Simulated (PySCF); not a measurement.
NMR data sheet: p-phenylenediamine

```
Formula                               : C6H8N2
SMILES                                : Nc1ccc(N)cc1
InChI                                 : InChI=1S/C6H8N2/c7-5-1-2-6(8)4-3-5/h1-4H,7-8H2
Point group of the computed structure : C2v
Degrees of unsaturation               : 4
Carbon signals                        : 2
Proton signals                        : 2
```

Atoms are numbered as in `[NH2:1][c:2]1[cH:3][cH:4][c:5]([NH2:6])[cH:7][cH:8]1` (H(Xn): hydrogen on atom n).

Theoretical values (PySCF 2.14): shieldings: GIAO PBE0/pcSseg-1, GFN2-xTB geometry. Isolated molecule, relativity neglected, one averaged value for each set of equivalent atoms, single conformer.

References, each an isolated molecule treated in the same way: 1H (σ = 31.72 ppm) and 13C (σ = 186.93 ppm) vs TMS; 15N (σ = 267.73 ppm) vs NH3.

| carbon | δC, type | δH (multiplicity) | HMBC from (2–3 bonds) | span of the C tensor (ppm) |
| --- | --- | --- | --- | --- |
| C2/C5 | 143.5, C | – | H(C3)/H(C4)/H(C7)/H(C8) | 198 |
| C3/C4/C7/C8 | 118.0, CH | 6.60 (s) | H(C3)/H(C4)/H(C7)/H(C8) | 182 |

Other nuclei:
```csv
atoms,nucleus,environment,δ (ppm),σ (ppm)
H(N1)/H(N6),1H,hydrogen on an aniline-type nitrogen,2.93,28.79
N1/N6,15N,aniline-type nitrogen,71.0,196.7
```

1. Carbon types of the structure: 2 × C, 4 × CH, leaving 4 H on heteroatoms.
2. δC 143.5: aromatic carbon bearing nitrogen; the electronegative substituent deshields the carbon that carries it.
3. δC 118.0: aromatic CH; π donation from the O or N substituent raises the electron density at positions ortho and para to it.
4. δH 6.60: hydrogen on an aromatic CH; ortho or para to a lone-pair donor, hence upfield of benzene.
5. δH 2.93: hydrogen on an aniline-type nitrogen; exchangeable; this is the value without hydrogen bonding to other molecules.

OH and NH positions are those of a molecule without intermolecular hydrogen bonds; in solution they move with solvent, concentration and temperature, and exchange usually removes their couplings. Shifts are as computed. Against solution values, carbons near 30 ppm lie about +3 ppm off and those near 130 ppm about +5 ppm (rms about the fit 2.1 ppm; single classes can miss by 10 ppm). Of 1328 compounds with measured shifts, 309 miss one by over three times the rms of a fit or turn the order of signals round; such compounds aren't used in these exercises. Signals without a measured value on file couldn't be tested in this way; 1H shifts scatter by 0.2 ppm about their fit, and single ones miss by 0.5 ppm. Experimental scales use liquid or dissolved standards, which lie at an offset from isolated NH3 (liquid NH3: subtract about 20 ppm).
